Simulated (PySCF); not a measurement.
C3H11PSi2.
Atom-mapped SMILES: `[CH3:1][SiH2:2]/[CH:3]=[CH:4]/[SiH2:5][PH2:6]` (hydrogens: H7, H8, H9 on C1; H10, H11 on Si2; H12 on C3; H13 on C4; H14, H15 on Si5; H16, H17 on P6)

Structure used (GFN2-xTB), in Å, numbered top down from 1:
```
atom  x, y, z in Å
C1    -2.9208   -1.2036    0.3092
Si2   -2.1056    0.4895    0.0522
C3    -0.2477    0.2984    0.3288
C4     0.6850    1.1425   -0.1057
Si5    2.5297    0.9349    0.2182
P6     2.7513   -1.0105    1.3143
H7    -2.5602   -1.9348   -0.4090
H8    -2.7144   -1.5915    1.3031
H9    -3.9990   -1.1410    0.1983
H10   -2.6435    1.4604    1.0159
H11   -2.3487    0.9806   -1.3110
H12    0.0899   -0.5658    0.8990
H13    0.3753    2.0112   -0.6739
H14    3.2814    0.9811   -1.0458
H15    3.0456    1.9899    1.1004
H16    4.1319   -1.0216    1.2568
H17    2.6427   -1.8077    0.1887
```

Level of theory: CAM-B3LYP/def2-SVPD in PySCF (dipole) on a GFN2-xTB geometry, gas phase.

Masses are those of the commonest isotopes; rigid-rotor values at the optimised geometry. The values belong to one conformer with, in the numbering `[CH3:1][SiH2:2]/[CH:3]=[CH:4]/[SiH2:5][PH2:6]`, C1–Si2–C3–C4 161°, C3–C4–Si5–P6 3°, C4–Si5–P6–H 172° and 79°.

(1) Give the principal moments of inertia and the rotational constants in MHz.

(2) What kind of rotor is it?

(3) What does the inertial defect say?

(4) Where do the levels up to J = 5 lie, in MHz?

(5) Predict some low-J microwave lines.

(6) Estimate the classical rotational partition function at 10 K, 25 K and 100 K.

Answers

(1) Ia = 152.46, Ib = 722.51, Ic = 853.09 u·Å²; 505379 MHz·u·Å²/I gives A = 3315, B = 699.5, C = 592.4 MHz.

(2) A near-prolate asymmetric top; Ray's κ = -0.921.

(3) Not planar: Δ = Ic − Ia − Ib = -21.89 u·Å². For a rigid frame Δ = −2 Σ m c², so Σ m c² = 10.94 u·Å² lies off the ab plane: 9.18 from hydrogen and 1.76 from heavier atoms. The atom farthest from that plane is 1.45 Å away.

(4) Above 0(0,0):
J = 1: 1(0,1) 1292, 1(1,1) 3907, 1(1,0) 4014
J = 2: 2(0,2) 3872, 2(1,2) 6384, 2(1,1) 6705, 2(2,1) 14551, 2(2,0) 14554
J = 3: 3(0,3) 7735, 3(1,3) 10097, 3(1,2) 10739, 3(2,2) 18427, 3(2,1) 18443, 3(3,1) 31773, 3(3,0) 31773
J = 4: 4(0,4) 12871, 4(1,4) 15044, 4(1,3) 16114, 4(2,3) 23592, 4(2,2) 23640, 4(3,2) 36946, 4(3,1) 36947, 4(4,1) 55622, 4(4,0) 55622
J = 5: 5(0,5) 19267, 5(1,5) 21222, 5(1,4) 22827, 5(2,4) 30044, 5(2,3) 30156, 5(3,3) 43416, 5(3,2) 43418, 5(4,2) 62089, 5(4,1) 62089, 5(5,1) 86101, 5(5,0) 86101
The levels of one J sum to (2J + 1)J(J + 1)(A + B + C)/3.

(5) The dipole components are |μa| = 0.28 D, |μb| = 0.05 D, |μc| = 0.60 D. The squared components, which scale the intensities, stand as 0.22 : 0.01 : 1.00 (a : b : c). Some lines, for components of 0.1 D or more:

```
type  branch         J(Ka,Kc)    MHz  lower level (cm⁻¹)
   a       Q  2(1,1) ← 2(1,2)    321               0.213
   a       R  1(0,1) ← 0(0,0)   1292               0.000
   a       R  2(1,2) ← 1(1,1)   2477               0.130
   c       Q  2(1,2) ← 2(0,2)   2511               0.129
   a       R  2(0,2) ← 1(0,1)   2581               0.043
   c       Q  1(1,1) ← 1(0,1)   2615               0.043
   a       R  2(1,1) ← 1(1,0)   2691               0.134
   c       R  1(1,0) ← 0(0,0)   4014               0.000
   c       R  2(1,1) ← 1(0,1)   5413               0.043
   c       Q  2(2,1) ← 2(1,1)   7846               0.224
   c       R  2(2,0) ← 1(1,0)  10540               0.134
   c       R  2(2,1) ← 1(1,1)  10644               0.130
```

(6) Point group C1, symmetry number σ = 1; q = (√π/σ)·√((kT/h)³/(ABC)), k/h = 20836.6 MHz/K: 4550 at 10 K, 18000 at 25 K, 144000 at 100 K.

GFN2-xTB frequencies: not computed here. No vibrational averaging or centrifugal distortion is included, and the geometry carries the error of its method. A rigid rotor knows nothing of internal rotation, which can split or shift real lines.
